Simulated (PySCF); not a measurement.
C3H7NOSi, SMILES C1=CO[SiH2]NC1.

Coordinates come from a B3LYP-D3(BJ)/def2-SVP optimisation. This is a generated structure with no PubChem entry under its InChIKey; it may be hypothetical. One conformer was computed; it need not be the lowest.

Two levels are set side by side: PBE/def2-TZVP (PySCF) and M06-2X/def2-TZVP (PySCF). Same geometry, gas phase. Differences are taken from unrounded values.

| quantity | M06-2X | PBE | PBE minus M06-2X |
|---|---|---|---|
| orbital gap (eV) | 8.82 | 4.71 | -4.11 |
| highest occupied level (eV) | -7.64 | -5.19 | 2.46 |
| lowest empty level (eV) | 1.17 | -0.48 | -1.66 |
| dipole moment (D) | 1.90 | 1.87 | -0.03 |
| mean polarisability (bohr³) | 65.8 | 69.4 | 3.6 |

Without exact exchange PBE keeps part of each electron's self-repulsion, which lifts occupied levels and narrows the gap. PBE's more diffuse valence density responds more strongly to a field. Differences between two approximate levels are no errors against the true value.

Rough cost on one machine, each run with all the roots and properties that it gave: M06-2X against PBE about 3 times.
